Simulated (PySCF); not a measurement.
Vertical excitations of a molecule C₃H₉NOSi from TDA-PBE/def2-SVPD run with PySCF, as energy in eV (oscillator strength): 4.98 (0.006), 5.80 (0.013), 6.01 (0.019), 6.19 (0.056), 6.56 (0.113), 6.57 (0.063), 6.63 (0.009), 6.69 (0.074), 6.74 (0.017), 6.85 (0.027). Lowest triplet (TDA): 4.29 eV. The structure is a stationary point at ωB97X-D3(BJ)/def2-SVP. The values are those of a single conformer.

Problem. Which molecule gave these data?
(A) C/C=C/[Si@@H](N)O
(B) NC1([SiH2]O)CC1
(C) N[SiH2]C1COC1
(D) OCC/C=N\[SiH3]

Solution. A, C/C=C/[Si@@H](N)O
